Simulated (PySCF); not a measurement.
## Radial density of Si(2+) (silicon, charge +2)

r2SCAN0, [Ne] 3s1 3p1, high-spin 3P determinant (an excited configuration). Calculation: PySCF 2.14, in aug-cc-pCVQZ-DK (10s9p7d5f3g, 134 functions); the spin-free X2C one-electron Hamiltonian (Gaussian nucleus).

| r (bohr) | 4πr²ρ (e/bohr) | 4πr²(ρα − ρβ) |
| --- | --- | --- |
| 0.00179 | 0.07915 | 0.0003 |
| 0.00301 | 0.2081 | 0.0007 |
| 0.00506 | 0.5379 | 0.0019 |
| 0.00851 | 1.345 | 0.0046 |
| 0.0143 | 3.166 | 0.0108 |
| 0.0241 | 6.717 | 0.0226 |
| 0.0405 | 11.92 | 0.0383 |
| 0.0682 | 15.74 | 0.0449 |
| 0.115 | 13.48 | 0.0359 |
| 0.193 | 9.658 | 0.0942 |
| 0.324 | 13.23 | 0.2511 |
| 0.546 | 12.10 | 0.0931 |
| 0.918 | 3.481 | 0.1425 |
| 1.54 | 1.255 | 1.0961 |
| 2.60 | 0.6524 | 0.6519 |
| 4.37 | 0.03862 | 0.0386 |
| 7.34 | 5.230e-05 | 0.0001 |

Densities and radii are taken from the X2C orbitals without a picture-change correction, which distorts them close to the nucleus.
